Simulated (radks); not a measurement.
Values are calculated unless marked as measured or tabulated.
Coulomb parameter of the 4f shell of the terbium ion Tb2+ in the model configuration [Xe] 4f8 6s1, as a second difference U = [E(n + 0.5) + E(n - 0.5) - 2 E(n)] / (0.5)^2 with all orbitals relaxed. "Bare": the charge of the atom changes with n. "Screened": the 6s shell takes up the change at fixed total charge, which measures U(4f,4f) + U(6s,6s) - 2 U(4f,6s). Code: a radial shooting solver on a logarithmic mesh with Libxc functionals. Model: scalar-relativistic Kohn-Sham, PBE, spin-unpolarised, spherical densities, finite nucleus; Fermi nuclear charge, rms radius 5.06 fm.

[
 {"case": "start", "configuration": "[Xe] 4f8 6s1", "E - E(n) (eV)": "0.000"},
 {"case": "bare +0.5", "configuration": "[Xe] 4f8.5 6s1", "E - E(n) (eV)": "-10.626"},
 {"case": "bare -0.5", "configuration": "[Xe] 4f7.5 6s1", "E - E(n) (eV)": "15.067"},
 {"case": "screened +0.5", "configuration": "[Xe] 4f8.5 6s0.5", "E - E(n) (eV)": "-3.685"},
 {"case": "screened -0.5", "configuration": "[Xe] 4f7.5 6s1.5", "E - E(n) (eV)": "5.560"}
]

U(bare) = 17.766 eV, U(screened by 6s) = 7.502 eV, against the Slater integral F0(4f,4f) = 30.542 eV with frozen orbitals.
